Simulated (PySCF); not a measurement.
# Core-level binding energies of Ti(OPh)Cl3

Species: Ti(OPh)Cl3, C6H5Cl3OTi (singlet state).
Bonds: Ti1–O2, Ti1–Cl14, Ti1–Cl15, Ti1–Cl16, O2–C3, C3–C4, C3–C8, C4–C5, C5–C6, C6–C7, C7–C8. Hydrogens: H9 on C4; H10 on C5; H11 on C6; H12 on C7; H13 on C8.

Level of theory: delta-SCF UKS SCAN, pcX-2 on the ionised atom (unc-x2c-TZVPall on a metal), pcseg-1 elsewhere, spin-free X2C in PySCF. Vertical ΔSCF values, vacuum level as zero.

**Question.** Give the core binding energies atom by atom.

**Answer.** 
```csv
atom(s),environment,level,binding energy (eV),2p1/2 (eV),above the level's lowest (eV),count
Cl14/Cl15/Cl16,chlorine bonded to Ti,Cl 1s,2827.97,–,0.00,3
O2,oxygen bonded to C and Ti,O 1s,538.82,–,0.00,1
C3,carbon bonded to 2 C and O,C 1s,292.47,–,+1.99,1
C5/C7,carbon bonded to 2 C and H,C 1s,290.70,–,+0.22,2
C4/C8,carbon bonded to 2 C and H,C 1s,290.56,–,+0.08,2
C6,carbon bonded to 2 C and H,C 1s,290.48,–,0.00,1
Cl14/Cl15/Cl16,chlorine bonded to Ti,Cl 2p3/2,205.39,207.05,0.00,3
```

Lowest listed C 1s: C6, bonded to 2 C and H. Highest, 1.99 eV above it: C3, bonded to O and 2 C. The widest gap between neighbouring values is 1.77 eV, between 290.70 and 292.47 eV.

**Question.** What is the longest wavelength that can ionise Cl 1s of Cl14/Cl15/Cl16 vertically?

**Answer.** λ = hc/E = 12398.42 eV Å / 2827.97 eV = 4.384 Å.

**Question.** What is the C 1s shift of C5/C7 against C4/C8?

**Answer.** 290.70 − 290.56 = +0.14 eV, or +14 kJ/mol.

One atom of each set of topologically equivalent atoms was ionised and stands for the set; in this conformer not all members are related by symmetry, and their own values weren't computed. Not every level is listed. The unrestricted hole states depart most from a pure doublet (⟨S²⟩ = 0.75; over 0.85 named) for C 1s of C3 (0.86), which makes this value less certain. Spin–orbit and ligand-field terms were added within each 2p shell after the spin-free SCF. 2p1/2 minus 2p3/2 (ligand field included): Cl 1.65 eV. No level of titanium is listed. Isolated species at its PBE0-D3(BJ)/def2-SVP geometry, gas phase. Metal 2p energies of this one-determinant scheme are less reliable than its 1s energies.
